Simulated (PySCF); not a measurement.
A geometry optimisation, step by step.

Compound: C6H5NO.
Bonds: C1–O2, O2–C3, C3–C4 (double), C4–C5 (double), C5–C6 (double), C6–C7, C7–N8 (triple). Hydrogens: H9, H10, H11 on C1; H12 on C3; H13 on C6.

Method: PBE0-D3(BJ)/def2-SVP geometry optimisation, gas phase (PySCF); density fitting, grid level 2; the optimiser is geomeTRIC in internal coordinates, started from a GFN2-xTB structure. The frame can shift and turn from step to step; on so coarse a grid that alone can change the energy by a few meV, and forces under 0.02 eV/Å are noise.

Step 0: E = -9818.2846 eV, largest atomic force 1.646 eV/Å
```
atom  x, y, z in Å  |  force x, y, z in eV/Å
C1     -2.115   -0.353   -0.026   -0.029   0.155  -0.040
O2     -2.114    1.014   -0.377    0.624   0.303  -0.052
C3     -0.913    1.599   -0.481   -1.015  -0.256   0.020
C4      0.259    1.012   -0.290   -0.492   0.153  -0.051
C5      1.344    0.420   -0.105    0.507  -0.060   0.030
C6      2.485   -0.222    0.091    0.056   0.205  -0.049
C7      2.489   -1.579    0.433    0.025   0.622  -0.152
N8      2.489   -2.693    0.715    0.019  -1.596   0.401
H9     -3.156   -0.667   -0.009   -0.290  -0.102   0.007
H10    -1.663   -0.501    0.959    0.111  -0.033   0.258
H11    -1.556   -0.945   -0.757    0.124  -0.144  -0.196
H12    -0.994    2.645   -0.750   -0.056   0.422  -0.107
H13     3.443    0.271   -0.004    0.416   0.330  -0.070
```

Step 1: E = -9818.3373 eV, largest atomic force 0.184 eV/Å
```
atom  x, y, z in Å  |  force x, y, z in eV/Å
C1     -2.148    0.060    0.056    0.006  -0.030   0.009
O2     -2.081    1.430   -0.292   -0.096  -0.112   0.020
C3     -0.877    1.967   -0.388    0.053   0.173  -0.035
C4      0.284    1.341   -0.189    0.005   0.027  -0.011
C5      1.390    0.760   -0.005   -0.063  -0.083   0.022
C6      2.530    0.099    0.199    0.124   0.091  -0.020
C7      2.545   -1.277    0.549   -0.028  -0.001   0.000
N8      2.558   -2.403    0.834    0.018  -0.023   0.006
H9     -3.209   -0.214    0.072    0.008   0.029  -0.005
H10    -1.699   -0.111    1.049   -0.007   0.011  -0.017
H11    -1.610   -0.556   -0.683   -0.012   0.018   0.006
H12    -0.922    3.029   -0.660    0.027  -0.064   0.016
H13     3.493    0.614    0.100   -0.035  -0.037   0.008
```

Step 2: E = -9818.3387 eV, largest atomic force 0.055 eV/Å
```
atom  x, y, z in Å  |  force x, y, z in eV/Å
C1     -2.162    0.062    0.054    0.008   0.010   0.002
O2     -2.083    1.432   -0.290   -0.007   0.002  -0.008
C3     -0.875    1.965   -0.386    0.007   0.001   0.006
C4      0.284    1.333   -0.186    0.011   0.016  -0.008
C5      1.389    0.750   -0.003   -0.028  -0.046   0.012
C6      2.536    0.100    0.199    0.011   0.038  -0.009
C7      2.563   -1.276    0.551   -0.011  -0.011   0.002
N8      2.589   -2.401    0.839    0.012   0.001   0.000
H9     -3.227   -0.196    0.071   -0.001  -0.001   0.002
H10    -1.713   -0.116    1.044    0.001  -0.001  -0.001
H11    -1.634   -0.557   -0.690   -0.001   0.000  -0.001
H12    -0.911    3.025   -0.658   -0.001  -0.004   0.001
H13     3.495    0.620    0.097   -0.002  -0.003   0.001
```

Step 3: E = -9818.3392 eV, largest atomic force 0.044 eV/Å
```
atom  x, y, z in Å  |  force x, y, z in eV/Å
C1     -2.174    0.068    0.051   -0.004   0.010   0.000
O2     -2.087    1.438   -0.291    0.022   0.026  -0.011
C3     -0.874    1.963   -0.386   -0.008  -0.041   0.015
C4      0.280    1.322   -0.184    0.009   0.013  -0.006
C5      1.383    0.736    0.000   -0.004  -0.041   0.011
C6      2.536    0.095    0.201   -0.006   0.006  -0.002
C7      2.585   -1.280    0.553   -0.028   0.001  -0.002
N8      2.634   -2.404    0.842    0.008   0.010  -0.002
H9     -3.241   -0.181    0.072   -0.003  -0.009   0.003
H10    -1.723   -0.114    1.040    0.003  -0.004   0.004
H11    -1.653   -0.553   -0.695    0.002  -0.006  -0.003
H12    -0.902    3.023   -0.657   -0.005   0.020  -0.005
H13     3.489    0.626    0.095    0.014   0.014  -0.003
```

Step 4: E = -9818.3393 eV, largest atomic force 0.032 eV/Å
```
atom  x, y, z in Å  |  force x, y, z in eV/Å
C1     -2.181    0.072    0.050   -0.003   0.001   0.001
O2     -2.087    1.440   -0.293    0.022   0.006  -0.003
C3     -0.872    1.959   -0.385   -0.013  -0.014   0.006
C4      0.280    1.315   -0.183   -0.005   0.004  -0.003
C5      1.382    0.727    0.002    0.004   0.018  -0.004
C6      2.540    0.096    0.201   -0.018  -0.026   0.006
C7      2.594   -1.279    0.554    0.013  -0.003   0.001
N8      2.650   -2.403    0.842   -0.001   0.003  -0.001
H9     -3.249   -0.173    0.073   -0.001  -0.003   0.001
H10    -1.729   -0.113    1.038    0.002  -0.001   0.002
H11    -1.666   -0.553   -0.697    0.001  -0.003  -0.002
H12    -0.895    3.020   -0.656    0.000   0.013  -0.003
H13     3.489    0.632    0.095    0.000   0.006  -0.001
```

Step 5: E = -9818.3394 eV, largest atomic force 0.022 eV/Å
```
atom  x, y, z in Å  |  force x, y, z in eV/Å
C1     -2.177    0.071    0.050   -0.001   0.002   0.001
O2     -2.087    1.440   -0.293   -0.006   0.006  -0.004
C3     -0.873    1.962   -0.386   -0.006  -0.020   0.006
C4      0.278    1.317   -0.184    0.017   0.014  -0.004
C5      1.379    0.728    0.002   -0.003   0.003   0.000
C6      2.536    0.094    0.202    0.002  -0.008   0.002
C7      2.591   -1.281    0.554   -0.001   0.002  -0.001
N8      2.648   -2.405    0.842    0.001  -0.001   0.000
H9     -3.245   -0.176    0.074    0.000   0.002   0.000
H10    -1.724   -0.112    1.038    0.001   0.000   0.000
H11    -1.661   -0.552   -0.697    0.000   0.000   0.000
H12    -0.898    3.023   -0.657   -0.002  -0.002   0.000
H13     3.486    0.630    0.096   -0.001   0.001   0.000
```

**Question.** Summarise the path.

**Answer.** The energy falls by 1.26 kcal/mol from step 0 to step 5; nine tenths of that is first reached at step 1. It falls at every step. The largest force goes from 1.646 to 0.022 eV/Å. Among the bonds C6–C7 changes most, from 1.400 to 1.421 Å; the atoms move by 0.088 Å rms after alignment.

The cost below is that of the whole optimisation. On Arm Neoverse N1, one thread, no GPU (shared host), this took 71 s wall and 0.68 GiB of memory at its peak.
